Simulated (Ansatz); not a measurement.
Two isomers of CH8OSi2: A = `OC([SiH3])[SiH3]`, B = `CO[SiH2][SiH3]`.

Calculated with Ansatz (gas phase, PBE0-D4/def2-TZVP geometries, no zero-point term in ΔE). CCSD(T)/CBS adds triple-zeta CCSD(T) − MP2 to the extrapolated MP2 energy (def2 sets, frozen cores). DFT in def2-TZVPP. B3LYP here is the variant with VWN-RPA as its local correlation; programs differ in this. Each species was taken in one conformer, which may not be the lowest.

Q: Which isomer does CCSD(T)/CBS put lower? Give the gap. (Best estimate.)

A: Ansatz gave: B, by 26.7 kcal/mol.

Q: Give E(B) − E(A) in kcal/mol with B3LYP, PBE-D4, LDA (SPW92), PBE0-D4, B2PLYP, MP2/def2-TZVPP, BLYP-D4. (Best estimate.)

A: The calculation gave: B3LYP -28.7, PBE-D4 -26.0, LDA (SPW92) -25.1, PBE0-D4 -26.9, B2PLYP -28.0, MP2/def2-TZVPP -26.3, BLYP-D4 -26.8. None reverses the order clearly.

Q: Does the order hold for the free energy at 298.15 K (harmonic terms from PBE0-D4)? (Estimate.)

A: The calculation gave: Yes: G(B) − G(A) = -25.6 kcal/mol, for one conformer each.

Largest T1 diagnostic: 0.012.

In def2-TZVPP, CCSD(T) changes the Hartree–Fock value by +4.7 kcal/mol (the triples alone add +0.7 kcal/mol) and MP2 by +5.3 kcal/mol. From PBE to PBE0 (25 % exact exchange), in def2-TZVPP and without D4, E(B) − E(A) moves by −0.8 kcal/mol.
